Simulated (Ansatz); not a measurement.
`CB[CH](F)[AlH2]`. The species carries charge 0 and has multiplicity 1.

| atom | x (Å) | y (Å) | z (Å) |
| --- | --- | --- | --- |
| C1 | 0.074 | -1.146 | 0.733 |
| B2 | 0.654 | 0.359 | 0.707 |
| C3 | -0.279 | 1.424 | 0.315 |
| F4 | 0.108 | 2.717 | 0.119 |
| Al5 | -0.237 | 0.048 | -1.351 |
| H6 | -0.993 | -1.239 | 0.944 |
| H7 | 0.628 | -1.675 | 1.514 |
| H8 | 0.293 | -1.787 | -0.150 |
| H9 | 1.835 | 0.534 | 0.747 |
| H10 | -1.367 | 1.375 | 0.427 |
| H11 | -1.706 | -0.427 | -1.686 |
| H12 | 0.990 | -0.183 | -2.318 |

(1) Give the diagnostics of a CCSD(T)/def2-TZVPP run (frozen core, Ansatz 0.2.0). (Best estimate.)

Results:

(1) Computed: T1 = 0.0132, largest single amplitude 0.029, largest double 0.034, (T) share of the correlation energy 3.6 %, 10 CCSD cycles. The RHF solution is stable towards an unrestricted one. T1 lies under the customary mark of 0.02 for closed shells.
